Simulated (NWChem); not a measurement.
System: ZnCl cation; SMILES [Cl][Zn+]

Input file for NWChem:

```
start job
memory heap 200 mb stack 900 mb global 1100 mb
charge 1
geometry units angstroms
  Zn    -0.421213    -0.409415    -0.401831
  Cl     0.777117     0.755351     0.741358
end
basis spherical
  * library def2-svp
end
dft
  xc pbe0
  iterations 150
end
driver
  maxiter 120
end
task dft optimize
task dft freq
```

Parts of the log:

```
             Northwest Computational Chemistry Package (NWChem) 7.3.0
             --------------------------------------------------------

 ORDER OF PRIMARY AXIS IS BEING SET TO 4
 C4V symmetry detected

                             Geometry "geometry" -> ""
                             -------------------------

 Output coordinates in angstroms (scale by  1.889725989 to convert to a.u.)

  No.       Tag          Charge          X              Y              Z
 ---- ---------------- ---------- -------------- -------------- --------------
    1 Zn                  30.0000     0.00000000     0.00000000    -0.73235131
    2 Cl                  17.0000     0.00000000     0.00000000     1.29238466

 Effective nuclear repulsion energy (a.u.)     133.2916499411

      Symmetry information
      --------------------

 Group name             C4v
 Group number             18
 Group order               8
 No. of unique centers     2

                                Z-matrix (autoz)
                                --------

 Units are Angstrom for bonds and degrees for angles

      Type          Name      I     J     K     L     M      Value
      ----------- --------  ----- ----- ----- ----- ----- ----------
    1 Stretch                  1     2                       2.02474

                           NWChem Geometry Optimization
                           ----------------------------

 maximum gradient threshold         (gmax) =   0.000450
 rms gradient threshold             (grms) =   0.000300
 maximum cartesian step threshold   (xmax) =   0.001800
 rms cartesian step threshold       (xrms) =   0.001200
 fixed trust radius                (trust) =   0.300000
 source of zmatrix                         =   autoz

          -------------------
          Energy Minimization
          -------------------

 Using diagonal initial Hessian
 Scaling for Hessian diagonals: bonds = 1.00  angles = 0.25  torsions = 0.10

          --------
          Step   0

                                 NWChem DFT Module
                                 -----------------

 Summary of "ao basis" -> "ao basis" (spherical)
 ------------------------------------------------------------------------------
       Tag                 Description            Shells   Functions and Types
 ---------------- ------------------------------  ------  ---------------------
 Zn                         def2-svp                11       31   5s3p2d1f
 Cl                         def2-svp                 8       18   4s3p1d

      Symmetry analysis of basis
      --------------------------

        a1         19
        a2          0
        b1          4
        b2          4
        e          22

            General Information
            -------------------
          SCF calculation type: DFT
          Wavefunction type:  closed shell.
          No. of atoms     :     2
          No. of electrons :    46
           Alpha electrons :    23
            Beta electrons :    23
          Charge           :     1
          Spin multiplicity:     1
          Use of symmetry is: on ; symmetry adaption is: on
          Maximum number of iterations: 150
          AO basis - number of functions:    49
                     number of shells:    19
          Convergence on energy requested:  1.00D-06
          Convergence on density requested:  1.00D-05
          Convergence on gradient requested:  5.00D-04

              XC Information
              --------------
                         PBE0 Method XC Functional
                     Hartree-Fock (Exact) Exchange  0.250
          PerdewBurkeErnzerhof Exchange Functional  0.750
            Perdew 1991 LDA Correlation Functional  1.000 local
           PerdewBurkeErnz. Correlation Functional  1.000 non-local

             Grid Information
             ----------------
          Grid used for XC integration:  medium
          Radial quadrature: Mura-Knowles
          Angular quadrature: Lebedev.
          Tag              B.-S. Rad. Rad. Pts. Rad. Cut. Ang. Pts.
          ---              ---------- --------- --------- ---------
          Zn                  1.35      112           7.0       590
          Cl                  1.00       88           8.0       590
          Grid pruning is: on
          Number of quadrature shells:   200
          Spatial weights used:  Erf1

      Superposition of Atomic Density Guess
      -------------------------------------

 Sum of atomic energies:       -2236.88499912

 Renormalizing density from      47.00 to     46

      Non-variational initial energy
      ------------------------------

 Total energy =   -2207.825787
 1-e energy   =   -3313.007306
 2-e energy   =     971.889869
 HOMO         =      -0.817287
 LUMO         =      -0.507493

      Symmetry analysis of molecular orbitals - initial
      -------------------------------------------------

 !! scf_movecs_sym_adapt:    8 vectors were symmetry contaminated

  Symmetry fudging

 !! scf_movecs_sym_adapt:    6 vectors were symmetry contaminated

  Numbering of irreducible representations:

     1 a1          2 a2          3 b1          4 b2          5 e

  Orbital symmetries:

     1 a1          2 a1          3 a1          4 a1          5 e
     6 e           7 a1          8 a1          9 e          10 e
    11 a1         12 a1         13 e          14 e          15 a1
    16 e          17 e          18 b1         19 b2         20 a1
    21 a1         22 e          23 e          24 a1         25 e
    26 e          27 a1         28 a1         29 a1         30 a1
    31 e          32 e          33 b1

   convergence    iter        energy       DeltaE   RMS-Dens  Diis-err
 ---------------- ----- ----------------- --------- --------- ---------
 d= 0,ls=0.0,diis     1  -2238.1490033851 -2.37D+03  4.43D-02  4.85D+00
 d= 0,ls=0.0,diis     2  -2237.8104214630  3.39D-01  2.53D-02  1.12D+01
 d= 0,ls=0.0,diis     3  -2238.4872173942 -6.77D-01  2.20D-03  6.03D-03
 d= 0,ls=0.0,diis     4  -2238.4871998001  1.76D-05  1.65D-03  3.58D-03
 d= 0,ls=0.0,diis     5  -2238.4876726069 -4.73D-04  4.12D-04  2.22D-04
  Resetting Diis
 d= 0,ls=0.0,diis     6  -2238.4877124285 -3.98D-05  2.96D-05  2.49D-06
 d= 0,ls=0.0,diis     7  -2238.4877128398 -4.11D-07  1.05D-05  1.76D-07
 d= 0,ls=0.0,diis     8  -2238.4877128524 -1.25D-08  8.63D-06  8.57D-08

         Total DFT energy =    -2238.487712852374
      One electron energy =    -3369.640340510951
           Coulomb energy =     1096.662579865688
    Exchange-Corr. energy =      -98.801602148245
 Nuclear repulsion energy =      133.291649941134

 Numeric. integr. density =       45.999999974495

                  Occupations of the irreducible representations
                  ----------------------------------------------

                     irrep           alpha         beta
                     --------     --------     --------
                     a1               11.0         11.0
                     a2                0.0          0.0
                     b1                1.0          1.0
                     b2                1.0          1.0
                     e                10.0         10.0

                       DFT Final Molecular Orbital Analysis
                       ------------------------------------

 Vector   21  Occ=2.000000D+00  E=-6.192961D-01  Symmetry=a1
              MO Center= -1.1D-16, -6.9D-17,  8.3D-01, r^2= 2.0D+00
   Bfn.  Coefficient  Atom+Function         Bfn.  Coefficient  Atom+Function
  ----- ------------  ---------------      ----- ------------  ---------------
     4      0.574260  1 Zn s                 44     -0.416771  2 Cl pz
    41     -0.391410  2 Cl pz                 3     -0.275671  1 Zn s
    38     -0.226155  2 Cl pz                34     -0.181030  2 Cl s
    35     -0.175256  2 Cl s                 17     -0.150523  1 Zn d  0
    14      0.123068  1 Zn pz                33      0.121969  2 Cl s

 Vector   22  Occ=2.000000D+00  E=-5.475709D-01  Symmetry=e
              MO Center= -1.6D-17, -5.0D-16,  1.2D+00, r^2= 1.3D+00
   Bfn.  Coefficient  Atom+Function         Bfn.  Coefficient  Atom+Function
  ----- ------------  ---------------      ----- ------------  ---------------
    42      0.520971  2 Cl px                39      0.400125  2 Cl px
    43     -0.336056  2 Cl py                40     -0.258104  2 Cl py
    36      0.230463  2 Cl px                37     -0.148662  2 Cl py
    12      0.126665  1 Zn px                18      0.090507  1 Zn d  1
    13     -0.081706  1 Zn py                16      0.058382  1 Zn d -1

 Vector   23  Occ=2.000000D+00  E=-5.475709D-01  Symmetry=e
              MO Center= -9.4D-17, -1.1D-16,  1.2D+00, r^2= 1.3D+00
   Bfn.  Coefficient  Atom+Function         Bfn.  Coefficient  Atom+Function
  ----- ------------  ---------------      ----- ------------  ---------------
    43      0.520971  2 Cl py                40      0.400125  2 Cl py
    42      0.336056  2 Cl px                39      0.258104  2 Cl px
    37      0.230463  2 Cl py                36      0.148662  2 Cl px
    13      0.126665  1 Zn py                16     -0.090507  1 Zn d -1
    12      0.081706  1 Zn px                18      0.058382  1 Zn d  1

 Vector   24  Occ=0.000000D+00  E=-4.001744D-01  Symmetry=a1
              MO Center= -1.3D-16, -5.2D-17, -9.2D-01, r^2= 2.8D+00
   Bfn.  Coefficient  Atom+Function         Bfn.  Coefficient  Atom+Function
  ----- ------------  ---------------      ----- ------------  ---------------
     4      0.827438  1 Zn s                 14     -0.379534  1 Zn pz
     3     -0.333719  1 Zn s                 44      0.307919  2 Cl pz
    41      0.234310  2 Cl pz                11      0.143634  1 Zn pz
     5      0.134362  1 Zn s                 38      0.132825  2 Cl pz
    17      0.087238  1 Zn d  0               2      0.069536  1 Zn s

[...]

      ----------------------
      Optimization converged
      ----------------------

  Step       Energy      Delta E   Gmax     Grms     Xrms     Xmax
  ---- ---------------- -------- -------- -------- -------- --------
@    3   -2238.48840794 -4.1D-08  0.00000  0.00000  0.00018  0.00031
                                     ok       ok       ok       ok

                                Z-matrix (autoz)
                                --------

 Units are Angstrom for bonds and degrees for angles

      Type          Name      I     J     K     L     M      Value     Gradient
      ----------- --------  ----- ----- ----- ----- ----- ---------- ----------
    1 Stretch                  1     2                       2.06987   -0.00000

                         Geometry "geometry" -> "geometry"
                         ---------------------------------

 Output coordinates in angstroms (scale by  1.889725989 to convert to a.u.)

  No.       Tag          Charge          X              Y              Z
 ---- ---------------- ---------- -------------- -------------- --------------
    1 Zn                  30.0000     0.00000000     0.00000000    -0.75491744
    2 Cl                  17.0000     0.00000000     0.00000000     1.31495079

 Effective nuclear repulsion energy (a.u.)     130.3853032124

      Symmetry information
      --------------------

 Group name             C4v
 Group number             18
 Group order               8
 No. of unique centers     2

                Final and change from initial internal coordinates
                --------------------------------------------------

                                Z-matrix (autoz)
                                --------

 Units are Angstrom for bonds and degrees for angles

      Type          Name      I     J     K     L     M      Value       Change
      ----------- --------  ----- ----- ----- ----- ----- ---------- ----------
    1 Stretch                  1     2                       2.06987    0.04513

 ==============================================================================
                                internuclear distances
 ------------------------------------------------------------------------------
       center one      |      center two      | atomic units |  angstroms
 ------------------------------------------------------------------------------
    2 Cl               |   1 Zn               |     3.91148  |     2.06987
 ------------------------------------------------------------------------------
                         number of included internuclear distances:          1
 ==============================================================================

[second-derivative integrals and response iterations left out]

  Vibrational analysis via the FX method

  See chapter 2 in "Molecular Vibrations" by Wilson, Decius and Cross

  Vib: Default input used

 ---------------------------- Atom information ----------------------------
     atom    #        X              Y              Z            mass
 --------------------------------------------------------------------------
    Zn       1  0.0000000D+00  0.0000000D+00 -1.4265871D+00  6.3929100D+01
    Cl       2  0.0000000D+00  0.0000000D+00  2.4848967D+00  3.4968850D+01
 --------------------------------------------------------------------------

[unprojected Hessian and modes left out]

        Vibrational analysis via the FX method
  --- with translations and rotations projected out ---
  --- via the Eckart algorithm                      ---
 Dependent rotation vector no.                    3
  found in ECKART; assuming linear geometry
 Projected Nuclear Hessian trans-rot subspace norm:1.7333D-33
                         (should be close to zero!)

[projected Hessian left out]

 Rotational Constants
 --------------------
 A=   0.000000 cm-1  (  0.000000 K)
 B=   0.174069 cm-1  (  0.250441 K)
 C=   0.174069 cm-1  (  0.250441 K)

 Temperature                      =   298.15K
 frequency scaling parameter      =   1.0000

 Linear Molecule

 Zero-Point correction to Energy  =    0.652 kcal/mol  (  0.001039 au)
 Thermal correction to Energy     =    2.295 kcal/mol  (  0.003657 au)
 Thermal correction to Enthalpy   =    2.887 kcal/mol  (  0.004600 au)

 Total Entropy                    =   56.498 cal/mol-K
   - Translational                =   39.667 cal/mol-K (mol. weight =  98.8980)
   - Rotational                   =   16.054 cal/mol-K (symmetry #  =        1)
   - Vibrational                  =    0.777 cal/mol-K

 Cv (constant volume heat capacity) =    6.312 cal/mol-K
   - Translational                  =    2.979 cal/mol-K
   - Rotational                     =    1.986 cal/mol-K
   - Vibrational                    =    1.347 cal/mol-K

[normal modes left out]

 ----------------------------------------------------------------------------
 Normal Eigenvalue ||           Projected Infra Red Intensities
  Mode   [cm**-1]  || [atomic units] [(debye/angs)**2] [(KM/mol)] [arbitrary]
 ------ ---------- || -------------- ----------------- ---------- -----------
    1        0.000 ||    0.023833           0.550        23.234      20.096
    2        0.000 ||    0.023833           0.550        23.234      20.096
    3        0.000 ||    0.001571           0.036         1.532       1.325
    4        0.000 ||    0.001571           0.036         1.532       1.325
    5        0.000 ||    0.010110           0.233         9.856       8.525
    6      456.210 ||    0.010240           0.236         9.983       8.634
 ----------------------------------------------------------------------------
```

Level: PBE0/def2-SVP.
